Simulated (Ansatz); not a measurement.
The cluster Na6Au⁺. The state is a singlet with charge 1. Geometry PBE-D4/def2-SVP; atoms count from 1.

```tsv
atom	x (Å)	y (Å)	z (Å)
Au1	0.7325	-1.5765	1.1039
Na2	1.2568	-2.5007	-1.6166
Na3	-0.0240	0.2612	-3.5781
Na4	-1.4976	2.9902	1.3092
Na5	1.3466	1.0120	-0.2015
Na6	-1.6291	-0.4076	-0.2315
Na7	-0.1852	0.2214	3.2146
```

In the def2 sets Au takes a core potential; there is no spin–orbit coupling. The restricted singlet is unstable towards broken spin symmetry in Hartree–Fock (as tested in another run); at PBE0-D4/def2-TZVP this wasn't settled. No other spin state of charge 1 was run. Another isomer (singlet) lies 0.03 eV lower at PBE0-D4/def2-TZVP; other spin states weren't run for this one.

Estimate the Mulliken populations from the PBE0/def2-TZVP orbitals of Ansatz.


```json
{"atom": "Au1", "charge (e)": "-0.28", "d electrons": "9.86"}
{"atom": "Na2", "charge (e)": "0.28", "d electrons": "–"}
{"atom": "Na3", "charge (e)": "0.07", "d electrons": "–"}
{"atom": "Na4", "charge (e)": "0.07", "d electrons": "–"}
{"atom": "Na5", "charge (e)": "0.29", "d electrons": "–"}
{"atom": "Na6", "charge (e)": "0.29", "d electrons": "–"}
{"atom": "Na7", "charge (e)": "0.28", "d electrons": "–"}
```
Mulliken values and Mayer orders depend strongly on the basis.

And the Mayer bond orders between bonded heavy atoms (over 0.3)?

Na2–Na3 0.38 (3.62 Å); Na4–Na7 0.38 (3.61 Å).
